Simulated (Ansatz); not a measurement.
Relaxation of C₃H₅BrS (10 atoms, charge 0, multiplicity 1), to a largest force component of 0.02 eV/Å in at most 50 steps.

Computed with RKS LDA/def2-SVP in Ansatz 0.2.0.

```xyz
10
Properties=species:S:1:pos:R:3:forces:R:3
C -0.890 -1.065 -0.552 -1.92 3.91 -0.03
C 0.175 -0.095 -0.186 -0.63 -0.61 0.17
Br 1.692 -0.336 -1.234 0.71 0.16 -0.22
C 0.122 0.822 0.797 -2.54 -1.03 0.12
S 1.266 1.920 1.302 0.13 1.89 1.78
H -1.831 -0.844 0.050 0.71 -0.33 -0.20
H -1.204 -0.867 -1.605 0.13 -0.31 -0.03
H -0.597 -2.048 -0.440 0.84 -3.02 0.30
H -0.889 0.890 1.383 1.52 -0.12 -0.83
H 2.239 1.572 0.487 1.04 -0.56 -1.07
```

Problem. Where does it end, and by what steps?

Solution. It converged. After 4 steps the energy has fallen by 0.359 eV; Br3 moved furthest, 0.10 Å.

| step | energy less start (eV) | largest force component (eV/Å) | accepted |
| --- | --- | --- | --- |
| 0 | 0.0000 | 3.912 | yes |
| 1 | -0.3042 | 1.155 | yes |
| 2 | -0.3526 | 0.295 | yes |
| 3 | -0.3575 | 0.132 | yes |
| 4 | -0.3586 | 0.018 | yes |

```xyz
10
Properties=species:S:1:pos:R:3
C -0.924 -1.028 -0.565
C 0.161 -0.102 -0.176
Br 1.754 -0.284 -1.182
C 0.094 0.821 0.803
S 1.289 1.949 1.345
H -1.818 -0.852 0.071
H -1.220 -0.890 -1.629
H -0.619 -2.092 -0.450
H -0.857 0.887 1.364
H 2.224 1.540 0.422
```

Time of the run: 7.9 s on 2 threads of Intel(R) Xeon(R) CPU @ 2.80GHz (Skylake/Cascade Lake) (shared host), peak memory 0.17 GiB.
